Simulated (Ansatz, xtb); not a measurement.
Molecule: hydrogen telluride, H2Te, net charge 0, singlet state. SMILES: [TeH2]
Structure (B3LYP-D3(BJ)/def2-TZVP (Ansatz, an electronic-structure program) minimum search):
```
Te
H 1 1.6612
H 1 1.6612 2 90.43
```
Charge 0, spin multiplicity 1.

Harmonic wavenumbers from GFN2-xTB (xtb, at its own minimum), cm⁻¹: 915, 1966, 1972.

Question: Give the harmonic wavenumbers at B3LYP-D3(BJ)/def2-TZVP (Ansatz, finite differences of forces, unscaled).

Answer: 891, 2127, 2134 cm⁻¹. Zero-point energy 7.4 kcal/mol.

Question: From these and the geometry, give the ideal-gas thermochemistry at 298.15 K and 1 atm (rigid rotor, harmonic oscillator).

Answer: Point group C2v, rotational symmetry number 2. Rotational constants 186, 180.3, 91.55 GHz. S(trans) 40.49, S(rot) 13.93, S(vib) 0.15, S(elec, spin only) 0.00, S 54.6 cal/(mol K). H(298) - H(0) 2.41 kcal/mol; G - E(el) -6.5 kcal/mol.
